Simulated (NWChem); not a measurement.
System: boric acid (H$_{3}$BO$_{3}$); SMILES OB(O)O

```xyz
7

O     -1.0724     0.8724     0.0000
B     -0.0342    -0.0038     0.0000
O      1.2444     0.5000     0.0000
O     -0.3495    -1.3323     0.0000
H     -0.7566     1.7804     0.0000
H      1.9455    -0.1551     0.0000
H      0.4027    -1.9267     0.0000
```
Atoms are numbered in this order, from 1.

Structure relaxed at the PBE0/def2-SVP level.

Symmetry labels are those of Cs in the frame above (b1 and b2, or b-type labels, depend on it).

Q: List the 4 lowest vertical singlet excitations from Hartree-Fock/6-31+G* (spherical d), TDHF (NWChem).

A: 
| state | energy (eV) | oscillator strength | symmetry | leading excitation (squared amplitude) |
|---|---|---|---|---|
| S1 | 9.25 | 0.000 | a" | HOMO−1 → LUMO (0.69) |
| S2 | 9.57 | 0.002 | a" | HOMO → LUMO (0.43) |
| S3 | 10.15 | 0.032 | a' | HOMO−2 → LUMO (0.77) |
| S4 | 10.22 | 0.082 | a" | HOMO → LUMO+1 (0.41) |
